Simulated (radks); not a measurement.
The numbers below are computed, except where a source is named.
Pb2+, configuration [Hg].

Code: a radial shooting solver on a logarithmic mesh with Libxc functionals. Model: Dirac Kohn-Sham, Slater X-alpha with alpha = 0.889, spin-unpolarised, spherical densities, finite nucleus; Fermi nuclear charge, rms radius 5.5012 fm.

Energy parts (hartree):
total: -21025.7597
kinetic: 24450.0604
electron-nucleus: -53066.9668
Hartree: 8087.1452
exchange: -495.9984

Orbitals (lengths in bohr, moments of r in powers of bohr; <r^-3> diverges for s and p1/2):
1s1/2: occ. 2; eigenvalue (hartree) -3239.776; <1/r> 101.3; small-component weight 9.79e-02
2s1/2: occ. 2; eigenvalue (hartree) -581.2045; <1/r> 25.09; small-component weight 2.26e-02
2p1/2: occ. 2; eigenvalue (hartree) -559.1285; <1/r> 25.07; small-component weight 2.28e-02
2p3/2: occ. 4; eigenvalue (hartree) -478.1387; <r^-3> 23530; <1/r> 20.01; small-component weight 2.00e-02
3s1/2: occ. 2; eigenvalue (hartree) -140.4838; <1/r> 9.211; small-component weight 7.63e-03
3p1/2: occ. 2; eigenvalue (hartree) -130.3403; <1/r> 9.133; small-component weight 7.59e-03
3p3/2: occ. 4; eigenvalue (hartree) -112.2235; <r^-3> 5570; <1/r> 7.806; small-component weight 6.79e-03
3d3/2: occ. 4; eigenvalue (hartree) -95.29957; <r^-3> 980.7; <1/r> 7.711; small-component weight 6.68e-03
3d5/2: occ. 6; eigenvalue (hartree) -91.42715; <r^-3> 799.8; <1/r> 7.415; small-component weight 6.47e-03
4s1/2: occ. 2; eigenvalue (hartree) -32.54021; <1/r> 3.919; small-component weight 2.64e-03
4p1/2: occ. 2; eigenvalue (hartree) -28.10485; <1/r> 3.815; small-component weight 2.55e-03
4p3/2: occ. 4; eigenvalue (hartree) -23.64751; <r^-3> 1377; <1/r> 3.354; small-component weight 2.24e-03
4d3/2: occ. 4; eigenvalue (hartree) -16.34802; <r^-3> 220.5; <1/r> 3.162; small-component weight 2.04e-03
4d5/2: occ. 6; eigenvalue (hartree) -15.51051; <r^-3> 175.6; <1/r> 3.058; small-component weight 1.96e-03
5s1/2: occ. 2; eigenvalue (hartree) -6.12225; <1/r> 1.637; small-component weight 7.19e-04
4f5/2: occ. 6; eigenvalue (hartree) -6.01518; <r^-3> 39.02; <1/r> 2.727; small-component weight 1.61e-03
4f7/2: occ. 8; eigenvalue (hartree) -5.82354; <r^-3> 36.96; <1/r> 2.687; small-component weight 1.57e-03
5p1/2: occ. 2; eigenvalue (hartree) -4.58767; <1/r> 1.517; small-component weight 6.33e-04
5p3/2: occ. 4; eigenvalue (hartree) -3.73825; <r^-3> 258.2; <1/r> 1.346; small-component weight 5.33e-04
5d3/2: occ. 4; eigenvalue (hartree) -1.59390; <r^-3> 27.72; <1/r> 1.064; small-component weight 3.46e-04
5d5/2: occ. 6; eigenvalue (hartree) -1.49141; <r^-3> 21.47; <1/r> 1.025; small-component weight 3.24e-04
6s1/2: occ. 2; eigenvalue (hartree) -1.07923; <1/r> 0.6093; small-component weight 1.24e-04

The highest occupied level is 6s1/2 at -29.367 eV. For comparison, the ionisation energy in NIST's Atomic Spectra Database is 31.937 eV (measured). In exact Kohn-Sham theory the highest level is minus the ionisation energy, but local and semilocal functionals leave it too shallow, through self-interaction and a potential that decays too fast; potentials with the right tail come closer. Summed over all electrons, <r^2> = 43.83 bohr^2, which gives a Langevin (diamagnetic) susceptibility term of -34.7 x 10^-6 cm^3/mol. The electron density at the nucleus is 2.735e+06 e/bohr^3. The density falls to 0.001 e/bohr^3 at r = 3.59 bohr.
